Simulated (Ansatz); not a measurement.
Gas-phase electronic energies from Ansatz, PBE0-D4/def2-TZVP geometries. CBS: MP2 limit from def2 TZ/QZ plus the TZ coupled-cluster correction, frozen cores. Functionals use def2-TZVPP. Each species was taken in one conformer, which may not be the lowest.

Consider the isomerisation: `CS[SiH](N)O` → `NC(S)O[SiH3]`.

`CS[SiH](N)O`:

Z-matrix (Å, degrees):
```
C
S 1 1.817
H 1 1.088 2 110.5
H 1 1.090 2 111.0 3 122.3
H 1 1.089 2 106.8 3 -119.1
Si 2 2.118 1 101.2 3 -56.4
O 6 1.646 2 104.7 1 43.8
N 6 1.703 2 110.1 1 166.3
H 6 1.487 2 113.1 1 -75.9
H 7 0.959 6 116.1 2 -179.2
H 8 1.006 6 120.3 2 104.9
H 8 1.007 6 122.0 2 -46.8
```

`NC(S)O[SiH3]`:

```xyz
12

N    -0.656    0.473    1.139
C     0.491    0.676    0.311
S     2.026    0.698    1.316
O     0.590   -0.322   -0.653
Si   -0.780   -1.055   -1.246
H    -0.496   -0.229    1.852
H    -0.984    1.326    1.568
H     0.392    1.651   -0.176
H     2.880    0.661    0.281
H    -1.400   -1.999   -0.283
H    -0.276   -1.819   -2.413
H    -1.788   -0.061   -1.695
```

Question: Is it downhill or uphill in electronic energy at CCSD(T)/CBS, and by how much? (Best estimate.)

Answer: Computed: Uphill: ΔE = +263.1 kJ/mol.

Question: What do these levels give: PBE-D4, r2SCAN-D4, PBE0-D4, B2PLYP, PBE, r2SCAN, HF/def2-TZVPP, CCSD(T)/def2-TZVPP, HF/def2-QZVPP, MP2/def2-QZVPP, HF/CBS(def2), MP2/CBS(def2)? (An estimate is asked.)

Answer: The calculation gave: PBE-D4 247.9, r2SCAN-D4 259.0, PBE0-D4 255.2, B2PLYP 257.2, PBE 247.9, r2SCAN 259.1, HF/def2-TZVPP 253.9, CCSD(T)/def2-TZVPP 252.3, HF/def2-QZVPP 255.1, MP2/def2-QZVPP 272.6, HF/CBS(def2) 255.2, MP2/CBS(def2) 276.8 kJ/mol.

Largest T1 diagnostic among the species: 0.012.

From PBE to PBE0 (25 % exact exchange), in def2-TZVPP and without D4, ΔE moves by +7.3 kJ/mol.
